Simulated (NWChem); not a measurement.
System: CH2F2OSi; SMILES O=C[SiH](F)F

Here is an NWChem input.

```
start job
memory heap 200 mb stack 900 mb global 1100 mb
geometry units angstroms noautoz
  O      0.225273    -2.290265     0.000000
  C     -0.484434    -1.299944     0.000000
  Si     0.326335     0.453635     0.000000
  F     -0.190464     1.271639     1.311806
  F     -0.190464     1.271639    -1.311806
  H     -1.618026    -1.393384     0.000000
  H      1.814691     0.374634     0.000000
end
basis spherical
  * library def2-svp
end
dft
  xc m05-2x
  iterations 150
  mulliken
end
task dft energy
```

Excerpt of the output:

```
             Northwest Computational Chemistry Package (NWChem) 7.3.0
             --------------------------------------------------------

 CS  symmetry detected

                             Geometry "geometry" -> ""
                             -------------------------

 Output coordinates in angstroms (scale by  1.889725989 to convert to a.u.)

  No.       Tag          Charge          X              Y              Z
 ---- ---------------- ---------- -------------- -------------- --------------
    1 O                    8.0000     0.17943601     2.33752074     0.00000000
    2 C                    6.0000    -0.51278342     1.33489820     0.00000000
    3 Si                  14.0000     0.32863279    -0.40418330     0.00000000
    4 F                    9.0000    -0.17373219    -1.23113020     1.31180600
    5 F                    9.0000    -0.17373219    -1.23113020    -1.31180600
    6 H                    1.0000    -1.64784056     1.40843138     0.00000000
    7 H                    1.0000     1.81537329    -0.29907659     0.00000000

 Effective nuclear repulsion energy (a.u.)     225.0601406003

      Symmetry information
      --------------------

 Group name             Cs
 Group number              2
 Group order               2
 No. of unique centers     6

                                 NWChem DFT Module
                                 -----------------

 Summary of "ao basis" -> "ao basis" (spherical)
 ------------------------------------------------------------------------------
       Tag                 Description            Shells   Functions and Types
 ---------------- ------------------------------  ------  ---------------------
 O                          def2-svp                 6       14   3s2p1d
 C                          def2-svp                 6       14   3s2p1d
 Si                         def2-svp                 8       18   4s3p1d
 F                          def2-svp                 6       14   3s2p1d
 H                          def2-svp                 3        5   2s1p

      Symmetry analysis of basis
      --------------------------

        a'         55
        a"         29

            General Information
            -------------------
          SCF calculation type: DFT
          Wavefunction type:  closed shell.
          No. of atoms     :     7
          No. of electrons :    48
           Alpha electrons :    24
            Beta electrons :    24
          Charge           :     0
          Spin multiplicity:     1
          Use of symmetry is: on ; symmetry adaption is: on
          Maximum number of iterations: 150
          AO basis - number of functions:    84
                     number of shells:    38
          Convergence on energy requested:  1.00D-06
          Convergence on density requested:  1.00D-05
          Convergence on gradient requested:  5.00D-04

              XC Information
              --------------
                       M05-2X Method XC Functional
                     Hartree-Fock (Exact) Exchange  0.560
                M05-2X metaGGA Exchange Functional  0.440
                      M05-2X Correlation Potential  1.000

             Grid Information
             ----------------
          Grid used for XC integration:  medium
          Radial quadrature: Mura-Knowles
          Angular quadrature: Lebedev.
          Tag              B.-S. Rad. Rad. Pts. Rad. Cut. Ang. Pts.
          ---              ---------- --------- --------- ---------
          O                   0.60       49           9.0       434
          C                   0.70       49           9.0       434
          Si                  1.10       88           8.0       590
          F                   0.50       49           9.0       434
          H                   0.35       45          10.0       434
          Grid pruning is: on
          Number of quadrature shells:   325
          Spatial weights used:  Erf1

      Superposition of Atomic Density Guess
      -------------------------------------

 Sum of atomic energies:        -600.63808949

      Non-variational initial energy
      ------------------------------

 Total energy =    -601.767982
 1-e energy   =   -1281.088887
 2-e energy   =     454.260764
 HOMO         =      -0.278004
 LUMO         =      -0.073598

      Symmetry analysis of molecular orbitals - initial
      -------------------------------------------------

  Numbering of irreducible representations:

     1 a'          2 a"

  Orbital symmetries:

     1 a'          2 a'          3 a"          4 a'          5 a'
     6 a'          7 a"          8 a'          9 a'         10 a'
    11 a'         12 a"         13 a'         14 a'         15 a"
    16 a'         17 a'         18 a"         19 a"         20 a'
    21 a'         22 a"         23 a'         24 a'         25 a"
    26 a'         27 a'         28 a"         29 a'         30 a'
    31 a'         32 a'         33 a'         34 a'

     ---------------------------------------------
      Total Density - Mulliken Population Analysis
     ---------------------------------------------

    Atom       Charge   Shell Charges
 -----------   ------   -------------------------------------------------------
    1 O    8     8.67   1.99  1.13  0.69  3.01  1.83  0.01
    2 C    6     5.57   1.99  0.96  0.36  1.52  0.68  0.06
    3 Si  14    12.54   2.00  1.99  0.90  0.18  5.93  0.83  0.47  0.25
    4 F    9     9.58   1.99  1.15  0.78  3.51  2.14  0.00
    5 F    9     9.58   1.99  1.15  0.78  3.51  2.14  0.00
    6 H    1     0.95   0.69  0.24  0.02
    7 H    1     1.10   0.69  0.40  0.01

   convergence    iter        energy       DeltaE   RMS-Dens  Diis-err
 ---------------- ----- ----------------- --------- --------- ---------
 d= 0,ls=0.0,diis     1   -603.2566653587 -8.28D+02  1.83D-02  1.34D+00
 d= 0,ls=0.0,diis     2   -603.1499056109  1.07D-01  9.87D-03  2.94D+00
 d= 0,ls=0.0,diis     3   -603.4172472452 -2.67D-01  1.61D-03  3.41D-02
 d= 0,ls=0.0,diis     4   -603.4196252528 -2.38D-03  7.48D-04  1.30D-02
 d= 0,ls=0.0,diis     5   -603.4207494863 -1.12D-03  1.59D-04  2.41D-04
  Resetting Diis
 d= 0,ls=0.0,diis     6   -603.4207795000 -3.00D-05  6.29D-05  2.71D-05
 d= 0,ls=0.0,diis     7   -603.4207833201 -3.82D-06  2.73D-05  2.46D-06
 d= 0,ls=0.0,diis     8   -603.4207834261 -1.06D-07  1.05D-05  2.37D-06
 d= 0,ls=0.0,diis     9   -603.4207836568 -2.31D-07  3.02D-06  2.35D-07

         Total DFT energy =     -603.420783656800
      One electron energy =    -1282.850460816756
           Coulomb energy =      510.939528621791
    Exchange-Corr. energy =      -56.569992062117
 Nuclear repulsion energy =      225.060140600281

 Numeric. integr. density =       48.000005320241

                  Occupations of the irreducible representations
                  ----------------------------------------------

                     irrep           alpha         beta
                     --------     --------     --------
                     a'               17.0         17.0
                     a"                7.0          7.0

                       DFT Final Molecular Orbital Analysis
                       ------------------------------------

 Vector   22  Occ=2.000000D+00  E=-4.929007D-01  Symmetry=a"
              MO Center= -6.9D-02,  1.8D+00, -4.1D-15, r^2= 1.6D+00
   Bfn.  Coefficient  Atom+Function         Bfn.  Coefficient  Atom+Function
  ----- ------------  ---------------      ----- ------------  ---------------
     6      0.486577  1 O  pz                20      0.350645  2 C  pz
     9      0.315586  1 O  pz                23      0.209292  2 C  pz
    51      0.108708  4 F  py                65     -0.108708  5 F  py
    54     -0.079072  4 F  py                68      0.079072  5 F  py
    52      0.034194  4 F  pz                66      0.034194  5 F  pz

 Vector   23  Occ=2.000000D+00  E=-4.628202D-01  Symmetry=a'
              MO Center=  9.2D-01, -1.3D-01, -8.8D-15, r^2= 2.8D+00
   Bfn.  Coefficient  Atom+Function         Bfn.  Coefficient  Atom+Function
  ----- ------------  ---------------      ----- ------------  ---------------
    80      0.361943  7 H  s                 81      0.236898  7 H  s
    50      0.228246  4 F  px                64      0.228246  5 F  px
    36      0.225136  3 Si px                 4     -0.213730  1 O  px
    31      0.199612  3 Si s                 53     -0.160045  4 F  px
    67     -0.160045  5 F  px                19      0.140775  2 C  py

 Vector   24  Occ=2.000000D+00  E=-3.370790D-01  Symmetry=a'
              MO Center= -1.4D-01,  1.5D+00, -4.9D-18, r^2= 2.3D+00
   Bfn.  Coefficient  Atom+Function         Bfn.  Coefficient  Atom+Function
  ----- ------------  ---------------      ----- ------------  ---------------
     4      0.399793  1 O  px                 5     -0.312642  1 O  py
     7      0.307150  1 O  px                75      0.263729  6 H  s
     8     -0.249257  1 O  py                31     -0.224826  3 Si s
    76      0.202483  6 H  s                 17     -0.190941  2 C  s
    37     -0.186538  3 Si py                19      0.174713  2 C  py

 Vector   25  Occ=0.000000D+00  E=-3.781338D-02  Symmetry=a"
              MO Center= -1.7D-01,  1.3D+00, -6.5D-16, r^2= 2.3D+00
   Bfn.  Coefficient  Atom+Function         Bfn.  Coefficient  Atom+Function
  ----- ------------  ---------------      ----- ------------  ---------------
    23      0.459347  2 C  pz                 9     -0.424627  1 O  pz
     6     -0.402889  1 O  pz                20      0.397461  2 C  pz
    41      0.317332  3 Si pz                38      0.124902  3 Si pz
    49     -0.119715  4 F  s                 63      0.119715  5 F  s
    43      0.102598  3 Si d -1              51      0.094263  4 F  py

 Vector   26  Occ=0.000000D+00  E= 7.470555D-02  Symmetry=a'
              MO Center=  2.7D-01, -2.5D-01,  8.1D-15, r^2= 3.8D+00
   Bfn.  Coefficient  Atom+Function         Bfn.  Coefficient  Atom+Function
  ----- ------------  ---------------      ----- ------------  ---------------
    40      1.023525  3 Si py                22      0.569514  2 C  py
    17     -0.468537  2 C  s                  3     -0.453264  1 O  s
    76      0.401941  6 H  s                 81     -0.373019  7 H  s
    39      0.264883  3 Si px                21      0.247801  2 C  px
    49      0.244988  4 F  s                 63      0.244988  5 F  s

 Vector   27  Occ=0.000000D+00  E= 9.987123D-02  Symmetry=a'
              MO Center= -6.3D-01,  2.2D-01, -6.7D-14, r^2= 5.0D+00
   Bfn.  Coefficient  Atom+Function         Bfn.  Coefficient  Atom+Function
  ----- ------------  ---------------      ----- ------------  ---------------
    32     -1.472680  3 Si s                 17      1.385821  2 C  s
    76     -1.178084  6 H  s                 81      0.733428  7 H  s
    21     -0.345322  2 C  px                49      0.318221  4 F  s
    63      0.318221  5 F  s                 31     -0.288057  3 Si s
    16      0.277946  2 C  s                 22     -0.261760  2 C  py

     ---------------------------------------------
      Total Density - Mulliken Population Analysis
     ---------------------------------------------

    Atom       Charge   Shell Charges
 -----------   ------   -------------------------------------------------------
    1 O    8     8.21   1.99  1.09  0.70  2.80  1.61  0.02
    2 C    6     6.08   1.99  0.94  0.36  1.94  0.78  0.07
    3 Si  14    13.00   2.00  1.98  0.99  0.04  5.93  1.16  0.48  0.43
    4 F    9     9.35   1.99  1.10  0.82  3.35  2.08  0.00
    5 F    9     9.35   1.99  1.10  0.82  3.35  2.08  0.00
    6 H    1     0.93   0.73  0.18  0.02
    7 H    1     1.09   0.72  0.36  0.01

     -------------------------------------------
      Total Density - Lowdin Population Analysis
     -------------------------------------------

    Atom       Charge   Shell Charges
 -----------   ------   -------------------------------------------------------
    1 O    8     8.12   1.98  0.93  0.66  2.67  1.86  0.03
    2 C    6     6.04   1.97  0.65  0.39  1.76  1.12  0.16
    3 Si  14    13.35   2.00  1.92  0.64  0.31  5.81  1.19  0.80  0.68
    4 F    9     9.21   1.98  1.00  0.78  3.22  2.22  0.01
    5 F    9     9.21   1.98  1.00  0.78  3.22  2.22  0.01
    6 H    1     0.99   0.64  0.28  0.06
    7 H    1     1.08   0.63  0.43  0.03

     Multipole analysis of the density
     ---------------------------------

     L   x y z        total         alpha         beta         nuclear
     -   - - -        -----         -----         ----         -------
     0   0 0 0     -0.000000    -24.000000    -24.000000     48.000000

     1   1 0 0     -0.111429     -0.055714     -0.055714     -0.000000
     1   0 1 0     -0.115191     -0.057595     -0.057595      0.000000
     1   0 0 1      0.000000      0.000000      0.000000      0.000000

     2   2 0 0    -23.270419    -29.314661    -29.314661     35.358903
     2   1 1 0     -2.366526      1.718280      1.718280     -5.803087
     2   1 0 1     -0.000000     -0.000000     -0.000000      0.000000
     2   0 2 0    -31.020234   -169.148440   -169.148440    307.276646
     2   0 1 1     -0.000000     -0.000000     -0.000000      0.000000
     2   0 0 2    -26.879713    -68.746768    -68.746768    110.613823
```

Level: M05-2X/def2-SVP. Geometry: optimised at PBE-D3(BJ)/def2-SVP.
